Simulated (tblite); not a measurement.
F4Te, singlet, at a GFN2-xTB geometry; tblite 0.6.0 with IPEA1-xTB.

Input for tblite:
```
$ tblite run mol.xyz --method ipea1 --charge 0 --spin 0 --json tblite.json --no-restart

# file mol.xyz
5

Te    -0.00525174    -0.00164746     0.34667291
F      1.02454800     1.41419135    -0.47863460
F      1.41932470    -1.01478931    -0.48419716
F     -1.00937631    -1.40943202    -0.52286492
F     -1.40415301     1.01954865    -0.51730235
```

**Question.** Predict the main parts of the log of this tblite run.

**Answer.** 
```
xTB calculator
 | screened Coulomb repulsion
 | Coulomb electrostatics
 |  * isotropic Klopman-Ohno-Mataga-Nishimoto electrostatics
 |  * onsite third-order electrostatics
 | DFT-D3(BJ) dispersion correction

halogen bonding energy    0.0000000000000E+00 Eh
repulsion energy          7.6044953532475E-03 Eh
dispersion energy        -1.1014810127405E-03 Eh
number of electrons       3.4000000000000E+01 e
integral cutoff           4.0000000000000E+01 bohr

------------------------------------------------------------
  cycle        total energy    energy error   density error
------------------------------------------------------------
      1     -24.19567946832  -2.4202182E+01   8.8605832E-01
      2     -24.82731513278  -6.3163566E-01   4.9108912E-01
      3     -24.98752974720  -1.6021461E-01   4.2829558E-01
      4     -25.28681356810  -2.9928382E-01   1.0717883E-01
      5     -25.30671939729  -1.9905829E-02   7.2248545E-02
      6     -25.32329343417  -1.6574037E-02   4.8047444E-03
      7     -25.32333233940  -3.8905234E-05   6.5750962E-04
      8     -25.32333369965  -1.3602429E-06   8.8133400E-05
      9     -25.32333372167  -2.2023151E-08   3.5750346E-06
------------------------------------------------------------

electronic energy        -2.5329836736009E+01 Eh
total energy             -2.5323333721668E+01 Eh

Post processing:
 | Mayer-Wiberg bond orders

[Info] JSON dump of results written to 'tblite.json'
```
